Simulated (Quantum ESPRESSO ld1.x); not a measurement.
Values are calculated unless marked as measured or tabulated.
Problem. All-electron atom: the vanadium ion V9+ in [Ne] 3s2 3p2. Level of theory: scalar-relativistic Kohn-Sham, relativistic LDA (MacDonald-Vosko exchange, VWN5 correlation), spin-unpolarised, spherical densities, point nucleus (ld1.x of Quantum ESPRESSO 7.5). Some entries of the table are withheld. Estimate them.

orbital  occ.  eigenvalue (eV)  <r^2> (bohr^2)  <r> (bohr)
1s          2              (1)        0.005973     0.06665
2s          2         -806.102          0.1115      0.3074
2p          6         -709.802         0.09113      0.2722
3s          2         -242.497          0.8034      0.8403
3p          2         -214.772          0.8301         (2)
3d          0         -173.231          0.7916      0.8232
4s          0         -110.755           3.281       1.709
4p          0         -100.703           3.551       1.772

Solution. 
(1) 1s eigenvalue (eV): -5553.089
(2) 3p <r> (bohr): 0.8487
